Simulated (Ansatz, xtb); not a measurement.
# Two isomers of C6H7NO

We compare a, `O=CNC1=CC=CC1`, a singlet, with b, `O=C/N=C1/C=CCC1`, a singlet. Both are isolated molecules in the gas phase, relaxed with B3LYP-D3(BJ)/def2-SVP; the shapes shown needn't be the lowest conformers.

a (Å):

```xyz
15

C    -2.9163   -0.8156    1.0376
C    -0.5799   -0.1031    0.6611
C     0.4975    0.6878    0.9168
C     1.5962    0.2734    0.0436
C     1.1977   -0.7579   -0.7370
C    -0.2306   -1.0975   -0.4175
N    -1.8228   -0.0267    1.2842
O    -2.9724   -1.7148    0.2277
H    -3.7775   -0.5274    1.6880
H    -1.9311    0.6881    1.9961
H     0.5437    1.4968    1.6476
H     2.5820    0.7412    0.0401
H     1.7918   -1.2804   -1.4863
H    -0.3657   -2.1358   -0.0684
H    -0.9066   -1.0059   -1.2853
```

b (Å):

```yaml
atoms:
  - { symbol: C, position_ang: [-1.1243, 2.8064, 0.5756] }
  - { symbol: C, position_ang: [-1.4234, 0.5110, 0.2223] }
  - { symbol: C, position_ang: [-2.2426, -0.6915, 0.0646] }
  - { symbol: C, position_ang: [-1.4691, -1.7475, -0.2529] }
  - { symbol: C, position_ang: [-0.0106, -1.3885, -0.3521] }
  - { symbol: C, position_ang: [0.0246, 0.1285, -0.0702] }
  - { symbol: N, position_ang: [-1.8947, 1.6542, 0.5631] }
  - { symbol: O, position_ang: [-0.3768, 3.1720, -0.3057] }
  - { symbol: H, position_ang: [-1.3208, 3.4349, 1.4776] }
  - { symbol: H, position_ang: [-3.3240, -0.6838, 0.2008] }
  - { symbol: H, position_ang: [-1.8376, -2.7622, -0.4226] }
  - { symbol: H, position_ang: [0.3925, -1.6419, -1.3479] }
  - { symbol: H, position_ang: [0.5867, -1.9713, 0.3711] }
  - { symbol: H, position_ang: [0.3810, 0.7194, -0.9257] }
  - { symbol: H, position_ang: [0.6734, 0.3964, 0.7784] }
```

Energies in hartree; the thermal terms are from GFN2-xTB frequencies at re-optimised GFN2-xTB minima (ideal gas, soft modes damped towards free rotors, one conformer each, 298.15 K, 1 atm) and include the zero-point energy:

|  | a | b |
| --- | --- | --- |
| E, CCSD(T)/def2-SVP | −361.528700 | −361.521751 |
| E, MP2/def2-SVP | −361.432588 | −361.421754 |
| E, MP2/def2-TZVPP | −362.094023 | −362.083828 |
| zero-point energy | 0.116218 | 0.115814 |
| H(298 K) − E | 0.124382 | 0.124339 |
| G(298 K) − E | 0.084639 | 0.083234 |

Correct the CCSD(T) difference for the basis set by the MP2 change, then work out ΔE, ΔE₀, ΔH and ΔG for a → b in kcal/mol (1 Eh = 627.51 kcal/mol) and the equilibrium ratio [b]/[a].

1. Differences b − a: CCSD(T) +0.006949, MP2 in the small set +0.010834, MP2 in the large set +0.010195 Eh.
2. ΔE = +0.006949 + (+0.010195 − (+0.010834)) = +0.006310 Eh = +3.96 kcal/mol.
3. ΔE₀ = ΔE + ΔZPE = +0.006310 + (−0.000404) Eh = +3.71 kcal/mol.
4. ΔH = ΔE + (−0.000043) Eh = +3.93 kcal/mol.
5. ΔG = ΔE + (−0.001405) Eh = +3.08 kcal/mol, so ΔS = (ΔH − ΔG)/T = +12.0 J/(mol K).
6. kT = 0.9442 mEh, so K = [b]/[a] = exp(−ΔG/kT) = exp(−5.19) ≈ 0.0055.

Structure a is favoured at this temperature. An error of 1 kcal/mol in ΔG would change K by a factor of 5.4. HF/STO-3G gave ΔE the other sign. Mirror images and further conformers aren't counted.

As drawn, b has 1 C=N, 1 C–C, 1 C–H in place of 1 C–N, 1 C=C, 1 N–H.

Other levels gave ΔE = +5.9 (GFN2-xTB); −5.5 (HF/STO-3G, GFN2-xTB geometries); +7.7 (r2SCAN-D4/def2-SVP, GFN2-xTB geometries); +6.2 (B3LYP-D3(BJ)/def2-SVP); +2.3 (HF/def2-SVP); +6.8 (MP2/def2-SVP); +4.4 (CCSD(T)/def2-SVP) kcal/mol. The correlated steps freeze 8 core orbitals. Programs: Ansatz 0.2.0, xtb 6.7.1.
